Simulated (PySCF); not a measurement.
# Carbon: a sound run and one with changed settings

Sound run: C⁺ [He] 2s2 2p1, C²⁺ [He] 2s2. All numbers are calculated (PySCF 2.14, scalar relativity by spin-free X2C-1e, in cc-pVTZ-DK (4s3p2d1f, 30 functions)). In the sound run the correlated levels freeze 1s2. The sound run starts from symmetry-adapted Hartree-Fock orbitals and uses a fine grid where one is needed.

Changed run: initial guess atom, at most 5 SCF cycles. This setting is unsound on purpose.

```csv
species,method,sound run (hartree),changed run (hartree),converged
C⁺,UHF,-37.30986,-37.30986,no
C⁺,BP86,-37.43562,-37.43562,no
C⁺,LDA,-37.05270,-37.05270,no
C²⁺,UHF,-36.42264,-36.42264,yes
C²⁺,BP86,-36.52112,-36.52112,yes
C²⁺,LDA,-36.14337,-36.14337,yes
C²⁺,MP2,-36.46563,-36.46563,yes
C²⁺,CCSD(T),-36.49548,-36.49548,yes
```

The SCF was stopped early; the energies are upper bounds that still move, and correlated levels were skipped or rest on poor orbitals.
